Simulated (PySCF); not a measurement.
bromine monochloride cation (BrCl), SMILES ClBr (connectivity only; charge and spin as stated), charge +1, multiplicity 2.

Geometry optimised at PBE0-D3(BJ)/def2-TZVP. The spin state was assumed, not searched.

These are SMD-B3LYP/6-31G* (PySCF) values and carry that method's errors.

Solvation free energies are E(SMD) − E(gas) at the gas-phase geometry, for 1 M in both phases. Bromine has the revised SMD18 radius of 2.60 Å.

```json
[
 {"solvent": "water", "ΔG(solv) (kcal/mol)": "-56.8", "its non-electrostatic (CDS) part": "0.0"},
 {"solvent": "2-propanol", "ΔG(solv) (kcal/mol)": "-57.3", "its non-electrostatic (CDS) part": "-2.8"},
 {"solvent": "chloroform", "ΔG(solv) (kcal/mol)": "-48.3", "its non-electrostatic (CDS) part": "-3.0"}
]
```
